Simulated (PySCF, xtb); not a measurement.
C4H8OS, SMILES C[C@@H]1S[C@H](O1)C.

GFN2-xTB (xtb) at its own geometry gives an orbital gap of 3.23 eV and a dipole moment of 0.94 D.

Geometry: B3LYP-D3(BJ)/def2-SVP. The structure was generated by enumeration; whether it is a known compound was not checked.

Q: What does PBE/def2-TZVP run with PySCF give? (Estimate from the structure and the level; the computed values follow.)

A: gap 3.88 eV (levels -5.30 and -1.41 eV), dipole 0.39 D.
